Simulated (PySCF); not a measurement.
Ga(Br)2(NH2) (Br₂GaH₂N), SMILES [NH2][Ga]([Br])[Br]. Atoms are numbered in the order given.

```xyz
6

Ga     0.0000     0.0000    -0.5661
Br     0.0000     1.9702     0.5697
Br     0.0000    -1.9702     0.5697
N      0.0000     0.0000    -2.3571
H      0.0000    -0.8470    -2.9142
H      0.0000     0.8470    -2.9142
```
Charge 0, spin multiplicity 1.

Geometry optimised at r2SCAN-D4/def2-SVP. The structure was generated by enumeration; whether it is a known compound was not checked. Other conformers were not sampled.

Two levels are set side by side: PBE/pcSseg-1 (PySCF) and B3LYP/pcSseg-1 (PySCF). GIAO shifts against NH3 (¹⁵N), TMS (¹H) at the same level; non-relativistic, no solvent, atoms listed together averaged. Without spin–orbit terms, shifts of atoms bonded to Cl or Br come out too high at both levels. Differences are taken from unrounded values.

| quantity | PBE |
|---|---|
| δ(¹⁵N) of N4 (ppm) | 71.1 |
| δ(¹H) of H5, H6 (ppm) | 2.59 |

Task: These are the PBE values. What does B3LYP give? (The exact figures need the calculation; the answer reports its results.)

Result: 
```tsv
quantity	B3LYP	PBE minus B3LYP
δ(¹⁵N) of N4 (ppm)	63.7	7.3
δ(¹H) of H5, H6 (ppm)	2.42	0.17
```

Rough cost on one machine, each run with all the roots and properties that it gave: B3LYP against PBE within a factor of 2.
